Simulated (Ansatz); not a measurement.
`BB[SiH2]F` + SiH₄ → `F[SiH2]B[SiH3]` + BH₃  (formal exchange of groups at a B–B bond)

Calculated with Ansatz (gas phase, PBE0-D4/def2-TZVP geometries, no zero-point term in ΔE). CCSD(T)/CBS adds triple-zeta CCSD(T) − MP2 to the extrapolated MP2 energy (def2 sets, frozen cores). This one scheme is used for every species. DFT in def2-TZVPP. One conformer a species, not always the lowest.

```tsv
species	PBE0 energy (Eh)
`BB[SiH2]F`	-441.80684
SiH₄	-291.75661
`F[SiH2]B[SiH3]`	-706.98184
BH₃	-26.56631
```

Work out ΔE.

ΔE = (-706.98184) + (-26.56631) − (-441.80684) − (-291.75661) = 0.01530 Eh = +9.6 kcal/mol. CCSD(T)/CBS gives +7.3 kcal/mol.

Largest T1 diagnostic among the species: 0.014.

From BLYP to BHLYP (50 % exact exchange), in def2-TZVPP and without D4, ΔE moves by −2.1 kcal/mol. The D4 term adds −0.7 kcal/mol with B3LYP and −0.4 kcal/mol with PBE0; it sums over pairs of atoms, weighted by their polarisabilities, and B3LYP, whose exchange is more repulsive, gets the larger term. Leaving LDA and LC-ωPBE aside and taking each functional with its dispersion term where it has one, the values, not all of them listed here, spread over 3.3 kcal/mol, from BHLYP-D4 to B97M-V. LDA lies +1.9 kcal/mol from PBE without D4.

B3LYP here is the variant with VWN-RPA as its local correlation; programs differ in this.
